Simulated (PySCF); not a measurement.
Effect of structural changes

Theory: PySCF, quadratic response CAM-B3LYP/aug-cc-pVDZ first hyperpolarisability, Taylor convention, gas phase. Geometry: PBE0-D3(BJ)/def2-SVP.

Each molecule in one low-energy conformer.

The calculation is non-relativistic, which matters for the atoms heavier than Zn.

Question: Order by norm of the vector part βᵢ = ⅓ Σⱼ (βᵢⱼⱼ + βⱼᵢⱼ + βⱼⱼᵢ) of the static first hyperpolarisability, lowest first.
A. CC=C=C=C=C(C)[Se]C
B. CC=C=C=C=C(C)Br
C. CC=C=C=C=C(C)[SiH3]

Answer: B (81 au), A (152 au), C (235 au).

All values:
| molecule | change | static β vector norm (au) | static β HRS (au) | S1 (eV) |
| --- | --- | --- | --- | --- |
| CC=C=C=C=C(C)[SiH3] | H replaced by SiH3 | 235 | 104 | 3.55 |
| CC=C=C=C=C(C)[Se]C | H replaced by SeCH3 | 152 | 126 | 3.19 |
| CC=C=C=C=C(C)Br | H replaced by Br | 81 | 48 | 3.36 |
